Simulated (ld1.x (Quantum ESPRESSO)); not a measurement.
Which change was made? (Mo, PAW)

| Quantity | Value |
| --- | --- |
| Element | Mo (Z = 42) |
| Generator | ld1.x (Quantum ESPRESSO) 7.5 |
| Type | PAW |
| Functional | PBE |
| Relativity | scalar-relativistic |
| Frozen core | [Ar] 3d10 |
| Valence charge | 14 |
| Reference configuration | 4s2 4p6 4d5 5s1 5p0 |
| Partial waves | 4s (bound): rcut 1.45, rcutus 2.00 bohr; 5s (bound): rcut 1.45, rcutus 2.00 bohr; 4p (bound): rcut 1.65, rcutus 2.05 bohr; 5p (bound, empty): rcut 1.65, rcutus 2.05 bohr; 4d (bound): rcut 1.45, rcutus 2.05 bohr; 4d channel at 1 Ry: rcut 1.45, rcutus 2.05 bohr; 4f channel at 0.05 Ry: rcut 1.60, rcutus 2.15 bohr |
| Local potential | all-electron potential smoothed inside 1.90 bohr (lloc = -1) |
| Core correction | Bessel-smoothed model core inside 2.10 bohr |
| Augmentation charge | BESSEL, radius 1.15 bohr |

Cutoffs, loose and tight: the cutoffs (Ry, on a coarse ladder) from which the occupation-weighted sum of valence levels, in a spherical-Bessel basis at the reference potential, stays within 10 and 1 mRy of its value at 400 Ry. They do not see the model core or the augmentation charge, which bear on the density cutoff. Test errors are all-electron minus pseudo excitation energies from the reference, over the configurations 4s2 4p6 4d5 5s0 5p0; 4s2 4p6 4d4 5s0 5p0; 4s2 4p6 4d3 5s0 5p0; 4s2 4p6 4d4 5s1 5p0; 4s2 4p6 4d4 5s1 5p1; 4s2 4p5 4d5 5s1 5p0; 4s2 4p6 4d5 5s0.5 5p0; variants that change the core or the reference have their own tests.

The base gives: outcome: generated, overlap not positive; bound ghosts: not determined (overlap not positive); largest test error (meV): +85.

On the changes marked as counting shells twice: ld1.x takes every shell without a wave as core, so the model core holds the marked electrons as well and exchange and correlation see them twice. This cancels in the reference configuration, but the file is broken for other ones, and its errors say nothing about a proper core correction.

Question: After one change the result is: outcome: generated, overlap not positive; bound ghosts: not determined (overlap not positive); largest test error (meV): -22. Which change was it?
A. local potential all-electron potential smoothed inside 1.90 bohr (lloc = -2)
B. waves 4p (bound): rcut 1.65, rcutus 2.66 bohr; 5p (bound): rcut 1.65, rcutus 2.66 bohr
C. type RRKJ; waves now 4p (bound): rc 2.05 bohr; 4d (bound): rc 2.05 bohr; 4f channel at 0.05 Ry: rc 2.15 bohr; 4s (bound): rc 2.00 bohr; local potential the s channel (5s counted twice)
D. all radii but the core radius scaled by about 0.78 (s 1.56, p 1.60, d 1.60, f 1.68 bohr, rcut 1.14/1.28/1.14/1.26); local potential all-electron potential smoothed inside 1.48 bohr (lloc = -1); augmentation BESSEL, radius 0.90 bohr
E. local potential all-electron potential smoothed inside 2.10 bohr (lloc = -1)

Answer: E. The others give: local potential all-electron potential smoothed inside 1.90 bohr (lloc = -2) → outcome: generated; cutoff, loose: 25 Ry; cutoff, tight: 40 Ry; bound ghosts: none; largest test error (meV): -14 | type RRKJ; waves now 4p (bound): rc 2.05 bohr; 4d (bound): rc 2.05 bohr; 4f channel at 0.05 Ry: rc 2.15 bohr; 4s (bound): rc 2.00 bohr; local potential the s channel (5s counted twice) → outcome: generated, misses its reference levels by 2.02 eV; bound ghosts: none; largest test error (meV): -5548 | all radii but the core radius scaled by about 0.78 (s 1.56, p 1.60, d 1.60, f 1.68 bohr, rcut 1.14/1.28/1.14/1.26); local potential all-electron potential smoothed inside 1.48 bohr (lloc = -1); augmentation BESSEL, radius 0.90 bohr → outcome: failed: new_paw_hamiltonian: negative rho | waves 4p (bound): rcut 1.65, rcutus 2.66 bohr; 5p (bound): rcut 1.65, rcutus 2.66 bohr → outcome: generated; cutoff, loose: 25 Ry; cutoff, tight: 40 Ry; bound ghosts: none; largest test error (meV): -23. A file whose overlap is not positive is unfit for use, and its test errors describe a broken file.
